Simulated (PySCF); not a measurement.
Working out the ionisation energy of O²⁺

O²⁺ [He] 2s2 2p2 (3P) → O³⁺ [He] 2s2 2p1 (2P). All numbers are calculated (PySCF 2.14, the non-relativistic Hamiltonian (point nucleus), in aug-cc-pwCVTZ). Frozen: 1s2. Energies in hartree (1 hartree = 27.21139 eV):

```json
{"part": "UHF", "O²⁺ (lower)": "-73.101087", "O³⁺ (upper)": "-71.095211"}
{"part": "CCSD correlation", "O²⁺ (lower)": "-0.100383", "O³⁺ (upper)": "-0.093661"}
{"part": "(T)", "O²⁺ (lower)": "-0.001411", "O³⁺ (upper)": "-0.001017"}
```

What does Hartree-Fock give?

(-71.095211) − (-73.101087) = 2.005876 hartree = 54.583 eV.

What do CCSD and CCSD(T) give?

The CCSD correlation energies differ by 0.006722 hartree = 0.183 eV and the triples by 0.000394 hartree = 0.011 eV, so CCSD gives 54.766 eV and CCSD(T) 54.777 eV.

A first-order spin-orbit estimate adds -0.005 eV to CCSD(T) (valence), giving 54.772 eV against 54.936 eV (semi-empirical (NIST evaluation); NIST Atomic Spectra Database, ionization energies).

What remains against the reference includes basis incompleteness, the frozen core and higher excitations.
